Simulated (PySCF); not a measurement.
**Basis and Hamiltonian dependence of the ionisation energy of Zr⁺**

Zr⁺ [Kr] 4d2 5s1 (4F) → Zr²⁺ [Kr] 4d2 (3F). All values are computed (PySCF 2.14, energy differences of UHF-based or UKS calculations, no spin-orbit coupling). Values in eV.

| basis | Hamiltonian | functions | UHF | PBE | PBE0 | MP2 (valence) | CCSD(T) (valence) | CCSD(T) (valence and next inner shell) |
| --- | --- | --- | --- | --- | --- | --- | --- | --- |
| def2-SVP with the def2 core potential (28 electrons) | ECP | 31 | 12.300 | n/a | 13.204 | 12.469 | n/a | n/a |
| cc-pVDZ-PP with ECP28MDF | ECP | 38 | 12.244 | n/a | n/a | 12.424 | n/a | n/a |
| def2-TZVP with the def2 core potential (28 electrons) | ECP | 40 | 12.303 | n/a | n/a | 12.491 | n/a | n/a |
| x2c-SVPall | spin-free X2C | 53 | 12.275 | 13.302 | n/a | 12.429 | n/a | n/a |
| aug-cc-pVDZ-PP with ECP28MDF | ECP | 54 | 12.254 | 13.385 | 13.163 | 12.442 | 12.520 | n/a |
| def2-TZVPPD with the def2 core potential (28 electrons) | ECP | 56 | 12.300 | 13.433 | 13.211 | 12.523 | 12.596 | 13.000 |
| ANO-RCC-VTZP | spin-free X2C | 68 | 12.269 | 13.387 | 13.168 | 12.494 | 12.570 | 12.950 |
| x2c-TZVPPall | spin-free X2C | 79 | 12.285 | 13.383 | 13.169 | 12.503 | 12.575 | 12.974 |
| def2-QZVPPD with the def2 core potential (28 electrons) | ECP | 81 | 12.297 | 13.453 | 13.225 | 12.532 | 12.608 | 13.017 |
| aug-cc-pVTZ-PP with ECP28MDF | ECP | 88 | 12.274 | 13.428 | 13.201 | 12.506 | 12.583 | n/a |
| aug-cc-pVTZ-DK | spin-free X2C | 102 | 12.279 | 13.391 | 13.172 | 12.511 | 12.587 | n/a |
| x2c-QZVPPall | spin-free X2C | 111 | 12.277 | 13.396 | 13.175 | 12.514 | 12.590 | n/a |
| aug-cc-pwCVTZ-PP with ECP28MDF | ECP | 122 | 12.271 | 13.428 | 13.200 | 12.511 | n/a | n/a |
| dyall-av2z | non-relativistic | 136 | 11.967 | 13.039 | 12.828 | 12.165 | n/a | n/a |

Frozen in the all-electron rows: valence: [Kr]; valence and next inner shell: [Ar] 3d10; with a core potential, the same shells as far as they lie outside it.

Non-relativistic rows lack the scalar-relativistic shift.

Between the lowest levels the reference is 13.13 eV (measured; NIST Atomic Spectra Database, ionization energies); it includes spin-orbit coupling, which these numbers lack.
